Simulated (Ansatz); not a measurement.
Ga9As9H28, a nanocrystal cut from zinc blende GaAs (hydrogen-capped). The state is a singlet with charge 0. Geometry PBE-D4/def2-SVP.

```xyz
46

Ga   -4.6896   -0.3485   -0.3830
Ga   -0.0658   -1.9713    4.5814
Ga    3.3918   -1.8877    1.6755
Ga   -0.5632   -0.7859    0.3027
Ga   -1.9649    2.8574    0.4692
Ga    1.8559    1.7773    1.5908
Ga    0.7679    1.8839   -2.4445
Ga   -3.5860    2.1587   -3.4602
Ga    4.6571   -0.0552   -1.5621
As   -1.2565   -0.7971    2.7042
As   -2.5410   -1.6694   -0.8781
As   -3.7386    1.8547   -0.9940
As    1.2944   -2.4570    0.3845
As    2.3485   -1.6279    3.9465
As    3.7593    0.3357    0.7490
As   -1.2141    1.2686   -3.8126
As    2.4936    0.1353   -2.8695
As    0.0798    1.4938   -0.1321
H    -5.7711   -0.8877   -1.3964
H    -4.7449   -0.5804    1.1842
H    -0.3022   -3.5031    4.2775
H    -0.3570   -1.2240    5.9321
H     4.4159   -3.0834    1.6413
H    -2.2998    2.5028    1.9807
H    -1.6602    4.3243   -0.0321
H     1.3149    0.9518    2.8514
H     2.3518    3.2679    1.7057
H     1.3246    3.3185   -2.7721
H    -4.5067    1.1342   -4.2348
H    -3.4179    3.6839   -3.8320
H     5.1181   -1.5631   -1.6757
H     5.4930    1.1966   -2.0306
H    -2.6874   -1.3308    2.7014
H    -1.5820    0.6626    2.9905
H    -2.5818   -3.1590   -0.5412
H    -2.1279   -1.8153   -2.3395
H    -4.9501    2.7406   -0.6914
H     0.6942   -3.7944    0.8105
H     1.6691   -2.8486   -1.0403
H     3.1066   -2.6253    4.8212
H     2.9112   -0.3574    4.5623
H     5.0044    0.7444    1.5381
H    -1.2043   -0.2594   -3.8128
H    -0.7984    1.4325   -5.2736
H     1.7368   -1.1912   -2.8309
H     2.8226    0.0975   -4.3608
```

The 6-31G sets use Cartesian d functions. B3LYP takes the VWN-RPA correlation. Single mean-field runs in 6-31G, def2-SVP, def2-TZVP are fitted with def2-universal-jkfit.

Question: Estimate the orbital energies around the gap (eV) in Ansatz with HF/6-31G, PBE-D4/def2-SVP, r2SCAN-D4/def2-TZVP, B3LYP-D4/6-31G, PBE0-D4/def2-SVP.

Answer: 
| orbital | HF/6-31G | PBE-D4/def2-SVP | r2SCAN-D4/def2-TZVP | B3LYP-D4/6-31G | PBE0-D4/def2-SVP |
| --- | --- | --- | --- | --- | --- |
| HOMO−5 | -9.90 | -6.54 | -6.84 | -7.37 | -7.57 |
| HOMO−4 | -9.78 | -6.46 | -6.77 | -7.28 | -7.49 |
| HOMO−3 | -9.60 | -6.31 | -6.61 | -7.12 | -7.33 |
| HOMO−2 | -9.41 | -6.09 | -6.40 | -6.89 | -7.13 |
| HOMO−1 | -9.22 | -6.02 | -6.31 | -6.78 | -7.00 |
| HOMO | -8.96 | -5.88 | -6.16 | -6.62 | -6.85 |
| LUMO | 1.25 | -2.24 | -2.15 | -1.70 | -1.54 |
| LUMO+1 | 1.59 | -2.15 | -2.11 | -1.39 | -1.45 |
| LUMO+2 | 1.65 | -1.95 | -1.88 | -1.34 | -1.24 |
| LUMO+3 | 1.84 | -1.83 | -1.77 | -1.19 | -1.11 |
| LUMO+4 | 1.94 | -1.77 | -1.67 | -1.11 | -1.04 |
| LUMO+5 | 1.96 | -1.74 | -1.66 | -1.05 | -0.98 |
